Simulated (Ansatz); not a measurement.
Calculated with Ansatz (gas phase, PBE0-D4/def2-TZVP geometries, no zero-point term in ΔE). CCSD(T)/CBS adds triple-zeta CCSD(T) − MP2 to the extrapolated MP2 energy (def2 sets, frozen cores). This one scheme is used for every species. Functionals use def2-TZVPP. B3LYP here is the variant with VWN-RPA as its local correlation; programs differ in this. Triplets are unrestricted, without spin–orbit coupling. One conformer a species, not always the lowest.

Reaction (formal loss of a carbene): `CC(=O)CC(C)C` → `CCCC(C)=O` + `[CH2]` (triplet)

`CC(=O)CC(C)C`:

Cartesian coordinates in Å:
```
C -1.946 -0.509 -2.041
C -0.864 -0.887 -1.065
O -0.235 -1.910 -1.181
C -0.629 0.082 0.071
C 0.673 -0.119 0.831
C 1.872 0.253 -0.029
C 0.662 0.677 2.128
H -2.195 -1.358 -2.676
H -2.838 -0.147 -1.523
H -1.587 0.313 -2.668
H -0.706 1.108 -0.312
H -1.489 -0.035 0.746
H 0.747 -1.185 1.070
H 1.836 1.313 -0.306
H 2.807 0.086 0.512
H 1.905 -0.341 -0.944
H 0.571 1.750 1.929
H -0.172 0.385 2.771
H 1.588 0.524 2.689
```

`CCCC(C)=O`:

Cartesian coordinates in Å:
```
C -1.517 -0.395 -1.046
C -0.230 -1.066 -0.596
C 0.967 -0.116 -0.602
C 0.819 1.060 0.335
C 0.552 0.751 1.786
O 0.910 2.197 -0.057
H -2.350 -1.101 -1.050
H -1.790 0.437 -0.390
H -1.414 0.010 -2.055
H -0.358 -1.495 0.403
H -0.003 -1.908 -1.257
H 1.868 -0.665 -0.303
H 1.137 0.286 -1.604
H 0.682 1.652 2.383
H -0.477 0.396 1.902
H 1.206 -0.044 2.150
```

`[CH2]` (triplet):

Z-matrix (Å, degrees):
```
C
H 1 1.079
H 1 1.079 2 134.9
```

CCSD(T)/CBS gives +4.62 eV.

Problem. Another level gave +4.51 eV. Which?
A. PBE/def2-TZVPP
B. B3LYP/def2-TZVPP
C. MP2/def2-TZVPP
D. PBE0/def2-TZVPP

Solution. D. PBE0 4.51, B3LYP 4.39, MP2/def2-TZVPP 4.65, PBE 4.58 eV.

Largest T1 diagnostic among the species: 0.012.

The D4 term adds +0.11 eV with B3LYP and +0.06 eV with PBE0; it sums over pairs of atoms, weighted by their polarisabilities, and B3LYP, whose exchange is more repulsive, gets the larger term. In def2-TZVPP, CCSD(T) changes the Hartree–Fock value by +1.46 eV (the triples alone add +0.12 eV) and MP2 by +1.60 eV.

CCSD(T)/CBS has its own doubt, a few kJ/mol and more with outer-core shells, so smaller differences from it don't rank the levels.
